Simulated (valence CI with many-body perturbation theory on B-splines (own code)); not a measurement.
## Dy15+: M1 decay

Computed by valence CI with perturbative core correlation (CI+MBPT): five valence electrons over a frozen Dirac-Fock core [Kr] 4d10, a basis of 7 s, 7 p, 7 d, 7 f, 4 g, 2 h functions for each j, with the one-electron correlation potential Σ1, the two-electron term Σ2, the three-electron term Σ3, Breit, model QED; selected CI, second order for the rest, scaled by the run's own slope (own B-spline code, finite nucleus).

No measured levels were compared; by estimate terms of the open shell hold to a few per cent of their energy, and close levels can change places; configurations with another count of f electrons can be misplaced by thousands of cm⁻¹. Core correlation moves these levels by up to 60000 cm⁻¹, and in measured spectra 5 to 20 % of such shifts remained as error; rates that hang on mixing are uncertain with them. Among the levels kept, up to 940 cm⁻¹ of a level comes from second order outside the variational space, and about a tenth of that is noise between levels of different J, which matters for small intervals.

Lines 51 to 100 of 120 in falling wavelength, among levels below 5.939 eV, chosen from the decays that carry over 1 % of a level's rate. Wavelengths and rates use the calculated energies, so an error of 2000 cm⁻¹ moves a line at 788.8 nm by 16 % and its rate by three times that or more. S is in atomic units (e²a₀⁴ for E2 and M2, e²a₀⁶ for E3), for M1 in squared Bohr magnetons. Weak lines are less certain than strong ones. Lines between different terms over intervals too small for the method are left out, as are lines whose strength nearly cancels. Where a level lies close to another of its J and parity, the split of strength between their lines is uncertain. The highest levels of a list are the least certain.

Names give the largest LS component (configuration and term), which can be under half, so a name can repeat, a term be missing and a line seem to break the LS rules; names also repeat where a configuration has a term twice. Letters in brackets count levels of one name in rising energy.

```tsv
λ vac (nm)	Upper	Lower	Type	A (s⁻¹)	S (a.u.)
788.8	4f5 6F°_7/2	4f5 6H°_7/2	M1	4.65e-01	6.77e-02
781.0	4f5 6F°_11/2	4f5 6H°_11/2	M1	3.33e-02	7.05e-03
759.2	4f5 6F°_5/2	4f5 6H°_5/2	M1	8.94e-01	8.70e-02
730.8	4f5 4G°_5/2 [a]	4f5 6F°_7/2	M1	2.75e+00	2.38e-01
670.5	4f4 5s 4I_9/2	4f4 5s 6I_11/2	M1	1.08e+00	1.21e-01
667.8	4f5 6P°_3/2	4f5 4G°_5/2 [a]	M1	1.39e+00	6.16e-02
654.9	4f5 6F°_7/2	4f5 6H°_5/2	M1	1.49e-02	1.24e-03
633.6	4f5 4G°_5/2 [a]	4f5 6F°_5/2	M1	7.92e+00	4.48e-01
632.0	4f5 4F°_7/2	4f5 4G°_5/2 [a]	M1	1.05e+00	7.84e-02
622.0	4f5 4G°_7/2	4f5 6F°_9/2	M1	4.18e+00	2.98e-01
608.8	4f4 5s 4I_11/2	4f4 5s 6I_13/2	M1	1.96e+00	1.97e-01
598.6	4f5 4G°_5/2 [a]	4f5 6F°_3/2	M1	1.21e+01	5.77e-01
546.2	4f5 4F°_3/2	4f5 6F°_5/2	M1	7.07e-01	1.71e-02
542.0	4f5 4M°_15/2	4f5 6H°_15/2	M1	4.65e+00	4.39e-01
534.9	4f5 4G°_9/2	4f5 6F°_11/2	M1	4.01e+00	2.28e-01
529.5	4f5 4G°_7/2	4f5 6F°_7/2	M1	7.02e+00	3.09e-01
519.9	4f5 4F°_3/2	4f5 6F°_3/2	M1	1.11e+01	2.32e-01
510.2	4f5 4F°_3/2	4f5 6F°_1/2	M1	2.76e+01	5.44e-01
476.5	4f5 4G°_7/2	4f5 6F°_5/2	M1	2.38e+00	7.64e-02
473.6	4f4 5s 4I_9/2	4f4 5s 6I_7/2	M1	8.88e+00	3.50e-01
468.2	4f5 4M°_15/2	4f5 6H°_13/2	M1	1.17e+00	7.11e-02
466.2	4f5 4I°_13/2	4f5 6H°_15/2	M1	4.17e-01	2.19e-02
457.7	4f5 4G°_9/2	4f5 6F°_9/2	M1	2.20e+00	7.83e-02
435.1	4f5 4M°_17/2	4f5 6H°_15/2	M1	2.24e-01	1.23e-02
426.4	4f5 4G°_5/2 [b]	4f5 6F°_7/2	M1	1.72e+01	2.97e-01
426.0	4f4 5s 4I_11/2	4f4 5s 6I_9/2	M1	1.16e+00	3.97e-02
418.5	4f5 4I°_11/2	4f5 6H°_13/2	M1	5.23e-01	1.71e-02
415.9	4f5 4G°_11/2	4f5 6F°_11/2	M1	1.33e+00	4.26e-02
410.5	4f5 4I°_13/2	4f5 6H°_13/2	M1	1.93e+01	6.93e-01
400.7	4f5 4I°_15/2	4f5 6H°_15/2	M1	2.83e+01	1.08e+00
388.9	4f5 4F°_5/2	4f5 6F°_7/2	M1	3.86e+00	5.05e-02
383.7	4f5 4I°_9/2	4f5 6H°_11/2	M1	4.22e-01	8.83e-03
379.3	4f5 4G°_5/2 [a]	4f5 6H°_7/2	M1	2.67e+01	3.24e-01
377.7	4f5 4G°_5/2 [b]	4f5 6F°_3/2	M1	7.11e+00	8.53e-02
374.5	4f5 4F°_7/2	4f5 6F°_9/2	M1	2.66e+01	4.15e-01
372.0	4f5 4I°_11/2	4f5 6H°_11/2	M1	1.80e+01	4.12e-01
367.7	4f5 4G°_11/2	4f5 6F°_9/2	M1	2.42e+00	5.36e-02
365.7	4f5 4I°_13/2	4f5 6H°_11/2	M1	1.21e+01	3.06e-01
359.6	4f5 4F°_5/2	4f5 6F°_5/2	M1	7.75e+00	8.01e-02
358.9	4f5 4I°_15/2	4f5 6H°_13/2	M1	7.88e+00	2.16e-01
356.9	4f5 4L°_13/2	4f5 6H°_15/2	M1	4.08e-01	9.63e-03
348.4	4f5 4G°_7/2	4f5 6H°_9/2	M1	3.59e+01	4.50e-01
345.4	4f5 4G°_5/2 [a]	4f5 6H°_5/2	M1	3.18e+01	2.92e-01
344.3	4f5 4I°_9/2	4f5 6H°_9/2	M1	1.06e+01	1.61e-01
340.0	4f5 4L°_15/2	4f5 6H°_15/2	M1	1.02e+01	2.39e-01
334.9	4f5 4I°_11/2	4f5 6H°_9/2	M1	2.10e+01	3.51e-01
325.1	4f5 6P°_3/2	4f5 6F°_5/2	M1	6.62e+00	3.38e-02
323.3	4f5 4L°_13/2	4f5 6H°_13/2	M1	1.43e+01	2.51e-01
317.6	4f5 4F°_3/2	4f5 6H°_5/2	M1	1.94e+00	9.22e-03
317.5	4f5 4G°_9/2	4f5 6H°_11/2	M1	2.82e+01	3.34e-01
```
